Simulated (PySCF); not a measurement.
**Stretching TeC⁺**

Set-up: PySCF, spin-free X2C with a Gaussian nucleus, basis sets Te x2c-SVPall, C x2c-SVPall. Energies in eV from Te⁺ + C in their ground configurations at the same level. State: doublet, unpaired electrons σ ↑.

Curves on a restricted Hartree–Fock reference rise too fast on stretching and do not dissociate correctly.

```tsv
R (Å)	ROHF-CCSD	PBE
1.593		-2.255
1.667	-1.740	-3.287
1.741	-2.307	-3.855
1.796	-2.503	-4.058
1.852	-2.554	-4.121
1.908	-2.493	-4.078
1.982	-2.288	-3.906
2.074	-1.902	-3.580
2.185	-1.345	-3.118
2.333		-2.493
```

Put a parabola through the three lowest points of the ROHF-CCSD curve and estimate Re, k and ωe (reduced mass 10.99 u; 1 eV/Å² = 0.16022 mdyn/Å; ωe = 1302.8·√(k/μ) cm⁻¹).

Through R = 1.796, 1.852, 1.908 Å the second-order coefficient is 17.9 eV/Å², so Re ≈ 1.849 Å, k ≈ 5.72 mdyn/Å and ωe ≈ 940 cm⁻¹. A polynomial fit of higher order to the unrounded ROHF-CCSD energies gives Re = 1.847 Å, k = 5.88 mdyn/Å, ωe = 953 cm⁻¹; anharmonicity and rounding make the difference.

The higher-order fit for each curve: ROHF-CCSD: Re = 1.847 Å, ωe = 953 cm⁻¹, De = 2.55 eV; PBE: Re = 1.854 Å, ωe = 911 cm⁻¹, De = 4.12 eV.

Correlated steps freeze 19 core orbitals. Correlated levels converge slowly with the basis: in double zeta they bind strong bonds too weakly, by up to about 1 eV, and carry superposition errors of some tenths. ⟨S²⟩ of the unrestricted solution departs from its pure value on part of the curve, where spin states mix. These are scalar-relativistic numbers at best; spin–orbit coupling would shift them, the dissociation energy most. For an ion De counts to the pair picked by the measured ionisation energies or electron affinities, which need not be the lowest pair at this level. The state is the lowest determinant that a PBE0 search found; another state may lie lower at other levels.
